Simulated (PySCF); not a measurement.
PySCF input (HF/def2-TZVPD):

```python
from pyscf import gto, scf, dft

mol = gto.M(
    atom='''
    Si   -0.11195686   -0.08544414   -0.86256966
    Br    0.21229064    0.12581020    1.37064662
    N     1.47579977   -0.51939975   -1.41903468
    N    -0.83656194    1.37641757   -1.33586308
    N    -1.11075077   -1.35739514   -1.36535778
    H     2.16638345    0.22338293   -1.29676574
    H    -1.25600116    1.48575882   -2.24474515
    H    -0.66741868    2.24833677   -0.86399693
    H    -0.71503131   -2.27181803   -1.51459084
    H    -2.09011781   -1.39015833   -1.13476880
    ''',
    basis='def2-tzvpd',
    charge=0,
    spin=1,
    verbose=4,
)

mf = scf.UHF(mol).density_fit(auxbasis='def2-universal-jkfit')
mf.conv_tol = 1e-9
mf.max_cycle = 100
mf.max_memory = 1500
mf.kernel()
if not mf.converged:
    mf = mf.newton()
    mf.kernel(mf.make_rdm1())
for _ in range(2):
    mo, _, stable, _ = mf.stability(return_status=True)
    if stable:
        break
    mf.kernel(mf.make_rdm1(mo, mf.mo_occ))
mf.analyze()
```

Output:

```
PySCF version 2.14.0

[INPUT] verbose = 4
[INPUT] num. atoms = 10
[INPUT] num. electrons = 75
[INPUT] charge = 0
[INPUT] spin (= nelec alpha-beta = 2S) = 1
[INPUT] symmetry False subgroup None
[INPUT] Mole.unit = angstrom
[INPUT] Symbol           X                Y                Z      unit          X                Y                Z       unit  Magmom
[INPUT]  1 Si    -0.111956860000  -0.085444140000  -0.862569660000 AA   -0.211567803166  -0.161466023549  -1.630020420759 Bohr   0.0
[INPUT]  2 Br     0.212290640000   0.125810200000   1.370646620000 AA    0.401171168409   0.237746821677   2.590146725361 Bohr   0.0
[INPUT]  3 N      1.475799770000  -0.519399750000  -1.419034680000 AA    2.788857379996  -0.981523276668  -2.681586906460 Bohr   0.0
[INPUT]  4 N     -0.836561940000   1.376417570000  -1.335863080000 AA   -1.580872952835   2.601052240339  -2.524415361118 Bohr   0.0
[INPUT]  5 N     -1.110750770000  -1.357395140000  -1.365357780000 AA   -2.099014747950  -2.565105057416  -2.580152266244 Bohr   0.0
[INPUT]  6 H      2.166383450000   0.223382930000  -1.296765740000 AA    4.093871401290   0.422132558603  -2.450532096319 Bohr   0.0
[INPUT]  7 H     -1.256001160000   1.485758820000  -2.244745150000 AA   -2.373498204536   2.807677256957  -4.241953552946 Bohr   0.0
[INPUT]  8 H     -0.667418680000   2.248336770000  -0.863996930000 AA   -1.261238515619   4.248740731089  -1.632717570165 Bohr   0.0
[INPUT]  9 H     -0.715031310000  -2.271818030000  -1.514590840000 AA   -1.351213346389  -4.293113881549  -2.862161878375 Bohr   0.0
[INPUT] 10 H     -2.090117810000  -1.390158330000  -1.134768800000 AA   -3.949750228976  -2.627018513483  -2.144402246701 Bohr   0.0

nuclear repulsion = 426.211791437384
number of shells = 98
number of NR pGTOs = 392
number of NR cGTOs = 256
basis = def2-tzvpd
ecp = {}

******** <class 'pyscf.df.df_jk.DFUHF'> ********
method = DFUHF
initial guess = minao
damping factor = 0
level_shift factor = 0
DIIS = <class 'pyscf.scf.diis.CDIIS'>
diis_start_cycle = 1
diis_space = 8
diis_damp = 0
SCF conv_tol = 1e-09
SCF conv_tol_grad = None
SCF max_cycles = 100
direct_scf = False
number electrons alpha = 38  beta = 37
Set gradient conv threshold to 3.16228e-05
******** <class 'pyscf.df.df.DF'> ********
auxbasis = def2-universal-jkfit
init E= -3027.08239907828
  alpha nocc = 38  HOMO = -0.254514258504365  LUMO = 0.026683905480461
  beta  nocc = 37  HOMO = -0.289983070237323  LUMO = -0.254514258504365

WARN: HOMO -0.254514258504365 >= LUMO -0.254514258504365

cycle= 1 E= -3027.7126478543  delta_E= -0.63  |g|= 0.323  |ddm|= 1.76
  alpha nocc = 38  HOMO = -0.39197534950465  LUMO = 0.0472939498108011
  beta  nocc = 37  HOMO = -0.38689548804354  LUMO = 0.00520841246366643
  HOMO = -0.386895488044  LUMO = 0.00520841246367  gap/eV = 10.66969
cycle= 2 E= -3027.79328985313  delta_E= -0.0806  |g|= 0.107  |ddm|= 0.389
  alpha nocc = 38  HOMO = -0.40215675492629  LUMO = 0.0511412805303259
  beta  nocc = 37  HOMO = -0.397765707155288  LUMO = 0.0386345834876991
  HOMO = -0.397765707155  LUMO = 0.0386345834877  gap/eV = 11.87506
cycle= 3 E= -3027.80448414904  delta_E= -0.0112  |g|= 0.0485  |ddm|= 0.153
[...]
  beta  nocc = 37  HOMO = -0.401579944407804  LUMO = 0.0503156436883101
  HOMO = -0.401579944408  LUMO = 0.0503156436883  gap/eV = 12.29671
Extra cycle  E= -3027.80760778498  delta_E= -9.09e-11  |g|= 4.37e-06  |ddm|= 9.17e-06
converged SCF energy = -3027.80760778498  <S^2> = 0.75921613  2S+1 = 2.009195
uhf_internal: lowest eigs of H = [0.08360913 0.39141211 0.44538432]
<class 'pyscf.df.df_jk.DFUHF'> wavefunction is stable in the internal stability analysis
**** SCF Summaries ****
Total Energy =                       -3027.807607784980064
Nuclear Repulsion Energy =             426.211791437383681
One-electron Energy =                -5060.824853453853393
Two-electron Energy =                 1606.805454231489421
Two-electron Coulomb Energy =         1738.672877032103770
DFT Exchange-Correlation Energy =     -131.867422800614349
HOMO-LUMO gap [eV] =                    12.296705288418288
**** MO energy ****
                             alpha | beta                alpha | beta
MO #1   energy= -489.999722396708  | -489.999544688969  occ= 1 | 1
MO #2   energy= -68.8285037134931  | -68.8290103723346  occ= 1 | 1
MO #3   energy= -65.1420928964942  | -65.1419876534632  occ= 1 | 1
MO #4   energy= -58.496952371616   | -58.4967066748907  occ= 1 | 1
MO #5   energy= -58.4963147691764  | -58.4961805935939  occ= 1 | 1
MO #6   energy= -58.496239507774   | -58.4960494455274  occ= 1 | 1
MO #7   energy= -15.5833612739324  | -15.5540199196831  occ= 1 | 1
MO #8   energy= -15.5511463877564  | -15.5507306070035  occ= 1 | 1
MO #9   energy= -15.5471342599697  | -15.5469231048486  occ= 1 | 1
MO #10  energy= -9.8150826653624   | -9.81472935630589  occ= 1 | 1
MO #11  energy= -7.42537096070382  | -7.42478051411915  occ= 1 | 1
MO #12  energy= -7.42177787764551  | -7.42148799042571  occ= 1 | 1
MO #13  energy= -7.4215968583545   | -7.42116387589234  occ= 1 | 1
MO #14  energy= -6.16934099505028  | -6.17006552859951  occ= 1 | 1
MO #15  energy= -4.27786572033945  | -4.27833643163485  occ= 1 | 1
MO #16  energy= -4.27684223113705  | -4.27747989849474  occ= 1 | 1
MO #17  energy= -4.27626153230986  | -4.27721009340842  occ= 1 | 1
MO #18  energy= -3.16683723446808  | -3.16657294629946  occ= 1 | 1
MO #19  energy= -3.16500745417667  | -3.16480608073075  occ= 1 | 1
MO #20  energy= -3.16493614875041  | -3.16464849034985  occ= 1 | 1
MO #21  energy= -3.16062053744112  | -3.16043859842509  occ= 1 | 1
MO #22  energy= -3.16061725853632  | -3.1604378940853   occ= 1 | 1
MO #23  energy= -1.18114202276943  | -1.1689830597182   occ= 1 | 1
MO #24  energy= -1.14238262716074  | -1.13677230294543  occ= 1 | 1
MO #25  energy= -1.13561037188649  | -1.03660372407776  occ= 1 | 1
MO #26  energy= -0.994398906059516 | -0.986817672135629 occ= 1 | 1
MO #27  energy= -0.723865212686107 | -0.718329479004332 occ= 1 | 1
MO #28  energy= -0.683676629583773 | -0.682239633087614 occ= 1 | 1
MO #29  energy= -0.676842211992119 | -0.675910183067652 occ= 1 | 1
MO #30  energy= -0.614294256110382 | -0.603103191348016 occ= 1 | 1
MO #31  energy= -0.584539147101828 | -0.573425047949593 occ= 1 | 1
MO #32  energy= -0.554784489537997 | -0.509074247735427 occ= 1 | 1
MO #33  energy= -0.504383980231916 | -0.473074172920121 occ= 1 | 1
MO #34  energy= -0.478722346560873 | -0.434151075031787 occ= 1 | 1
MO #35  energy= -0.436175765295644 | -0.409593238494643 occ= 1 | 1
MO #36  energy= -0.422557221636399 | -0.404961357624926 occ= 1 | 1
MO #37  energy= -0.407259006400152 | -0.401579944407804 occ= 1 | 1
MO #38  energy= -0.401763037633182 | 0.0503156436883101 occ= 1 | 0
MO #39  energy= 0.050385203770881  | 0.0559490478969054 occ= 0 | 0
MO #40  energy= 0.072129213677286  | 0.073320939892051  occ= 0 | 0
MO #41  energy= 0.0735609800445072 | 0.0782094156612962 occ= 0 | 0
MO #42  energy= 0.0787864477972626 | 0.0804366285914685 occ= 0 | 0
MO #43  energy= 0.109098350053351  | 0.110719487778032  occ= 0 | 0
MO #44  energy= 0.118537552480866  | 0.119807445655591  occ= 0 | 0
MO #45  energy= 0.126244460594913  | 0.128647819056439  occ= 0 | 0
MO #46  energy= 0.130117776666034  | 0.133026723642898  occ= 0 | 0
MO #47  energy= 0.160093672293907  | 0.161534765800302  occ= 0 | 0
MO #48  energy= 0.17358554404973   | 0.178507888125583  occ= 0 | 0
MO #49  energy= 0.180235806998327  | 0.188224822092941  occ= 0 | 0
MO #50  energy= 0.189121817046077  | 0.192060069859606  occ= 0 | 0
MO #51  energy= 0.196346203417704  | 0.197978740857453  occ= 0 | 0
MO #52  energy= 0.20141900748845   | 0.203187896265056  occ= 0 | 0
MO #53  energy= 0.207113718826535  | 0.20841990728895   occ= 0 | 0
MO #54  energy= 0.22632487924076   | 0.227743236434176  occ= 0 | 0
MO #55  energy= 0.229699579139053  | 0.234286934782301  occ= 0 | 0
MO #56  energy= 0.236822776634573  | 0.237862901227435  occ= 0 | 0
MO #57  energy= 0.244635682878476  | 0.250790627852777  occ= 0 | 0
MO #58  energy= 0.253028323231996  | 0.25762428562083   occ= 0 | 0
MO #59  energy= 0.265401663329103  | 0.266607746216062  occ= 0 | 0
MO #60  energy= 0.273781504361194  | 0.27444399919429   occ= 0 | 0
MO #61  energy= 0.281331915781312  | 0.281811035488167  occ= 0 | 0
MO #62  energy= 0.28508566539516   | 0.287630443159539  occ= 0 | 0
MO #63  energy= 0.299996285731246  | 0.307065912600103  occ= 0 | 0
MO #64  energy= 0.307313665904769  | 0.309811229109627  occ= 0 | 0
MO #65  energy= 0.311960735553739  | 0.313800756075476  occ= 0 | 0
MO #66  energy= 0.324606211709407  | 0.329346997836751  occ= 0 | 0
MO #67  energy= 0.333912588846249  | 0.33718097064954   occ= 0 | 0
MO #68  energy= 0.337659068343428  | 0.338849760141525  occ= 0 | 0
MO #69  energy= 0.343346763472915  | 0.348924775670812  occ= 0 | 0
MO #70  energy= 0.352304141057061  | 0.360917384225373  occ= 0 | 0
MO #71  energy= 0.367402862990183  | 0.368184989265149  occ= 0 | 0
MO #72  energy= 0.367828484991057  | 0.378293420163588  occ= 0 | 0
MO #73  energy= 0.379309071176238  | 0.382013615559608  occ= 0 | 0
MO #74  energy= 0.387140314416496  | 0.388883349061719  occ= 0 | 0
MO #75  energy= 0.398533802049439  | 0.400526320305794  occ= 0 | 0
MO #76  energy= 0.400433000940294  | 0.402032375932103  occ= 0 | 0
MO #77  energy= 0.401946189785283  | 0.406764331561667  occ= 0 | 0
MO #78  energy= 0.408668116180665  | 0.411003638035165  occ= 0 | 0
MO #79  energy= 0.430255388735094  | 0.434264307480374  occ= 0 | 0
MO #80  energy= 0.441592162826355  | 0.442512089007795  occ= 0 | 0
MO #81  energy= 0.460126315751037  | 0.464473624671915  occ= 0 | 0
MO #82  energy= 0.465740289758586  | 0.469696096649653  occ= 0 | 0
MO #83  energy= 0.477727102552315  | 0.483119386483553  occ= 0 | 0
MO #84  energy= 0.50049309316208   | 0.504850492946675  occ= 0 | 0
MO #85  energy= 0.504083441095806  | 0.506662210860846  occ= 0 | 0
MO #86  energy= 0.512021219590868  | 0.517525384815492  occ= 0 | 0
MO #87  energy= 0.52293617653448   | 0.526061494380687  occ= 0 | 0
MO #88  energy= 0.535983092953688  | 0.538984928492069  occ= 0 | 0
MO #89  energy= 0.546484413506906  | 0.548246894237586  occ= 0 | 0
MO #90  energy= 0.577370802742268  | 0.584991507860733  occ= 0 | 0
MO #91  energy= 0.594068764650354  | 0.596780810063467  occ= 0 | 0
MO #92  energy= 0.604195892455804  | 0.6054498557488    occ= 0 | 0
MO #93  energy= 0.611017330959046  | 0.613677971880179  occ= 0 | 0
MO #94  energy= 0.616112555455314  | 0.618612953701098  occ= 0 | 0
MO #95  energy= 0.633383686435498  | 0.638037538217599  occ= 0 | 0
MO #96  energy= 0.63971093558553   | 0.64118908471238   occ= 0 | 0
MO #97  energy= 0.645381621550838  | 0.646628044911433  occ= 0 | 0
MO #98  energy= 0.661990082647159  | 0.666245665036308  occ= 0 | 0
MO #99  energy= 0.667012749841459  | 0.679604747942249  occ= 0 | 0
MO #100 energy= 0.686147556952817  | 0.691519514462623  occ= 0 | 0
MO #101 energy= 0.698717717107817  | 0.705812806311023  occ= 0 | 0
MO #102 energy= 0.708200158201999  | 0.712312921540799  occ= 0 | 0
MO #103 energy= 0.728584252471873  | 0.732372096488431  occ= 0 | 0
MO #104 energy= 0.740311462781589  | 0.741573871214244  occ= 0 | 0
[...]
```

It need not be the lowest isomer of its formula.
